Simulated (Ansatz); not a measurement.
A calculation with Ansatz (development build ahead of 0.2.0).

```yaml
crystal:
  periodic: [false, false, false]
  atoms:
    - { symbol: Cu, position_ang: [0.0, 0.0, 0.0] }
    - { symbol: O, position_ang: [0.0, 0.0, 1.9] }
    - { symbol: H, position_ang: [0.775, 0.0, 2.475] }
    - { symbol: H, position_ang: [-0.775, 0.0, 2.475] }
basis:
  gaussian: { orbitals: pcseg-2 }
total_charge: 2
magnetization:
  spin_polarized: true
  initial_magnetization: 1
hamiltonian:
  xc: hf
```

The input is written out in the form of the current development build from the run's settings.

Output:

- Converged: yes
- Total energy: -1714.26929 hartree
- Spin squared of the determinant: 0.752
- Stability test: minimum

Caution: other spin multiplicities were not run.
